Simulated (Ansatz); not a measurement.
Consider the atomization: `O[SiH2]P[SiH3]` → 7 H• + O• + P• + 2 Si•.

Computed with Ansatz on PBE0-D4/def2-TZVP structures; ΔE is electronic, products minus reactants. CCSD(T)/CBS is the MP2 limit (def2-TZVPP, def2-QZVPP) plus CCSD(T) − MP2 in def2-TZVPP, frozen cores. This one scheme is used for every species, atoms too. DFT in def2-TZVPP. Open shells (•) are unrestricted, without spin–orbit coupling. Spin–orbit coupling would lower the free atoms: a little for O, Si. One conformer a species, not always the lowest.

Question: What is ΔE at CCSD(T)/CBS? (Best estimate.)

Answer: The calculation gave: +35.36 eV.

Question: What do these levels give: PBE-D4, r2SCAN-D4, ωB97X-V, ωB97M-V, PBE, r2SCAN, PBE0, MP2/def2-TZVPP, HF/def2-QZVPP, MP2/def2-QZVPP, HF/CBS(def2), MP2/CBS(def2)? (Best estimate.)

Answer: Ansatz gave: PBE-D4 35.13, r2SCAN-D4 35.24, ωB97X-V 35.67, ωB97M-V 35.43, PBE 34.85, r2SCAN 35.18, PBE0 34.56, MP2/def2-TZVPP 34.21, HF/def2-QZVPP 25.68, MP2/def2-QZVPP 34.86, HF/CBS(def2) 25.69, MP2/CBS(def2) 35.31 eV.

Largest T1 diagnostic among the species: 0.013.

From PBE to PBE0 (25 % exact exchange), in def2-TZVPP and without D4, ΔE moves by −0.29 eV: exact exchange takes away binding that semilocal exchange gives to molecules. In def2-TZVPP, CCSD(T) changes the Hartree–Fock value by +8.66 eV (the triples alone add +0.42 eV) and MP2 by +8.60 eV; breaking electron pairs costs correlation energy, which Hartree–Fock lacks.

For atomizations the MP2-based limit and the directly extrapolated one differ by several kJ/mol either way, and by 10 to 25 for some Ge, Se and Sn compounds, so smaller differences from it don't rank the levels.
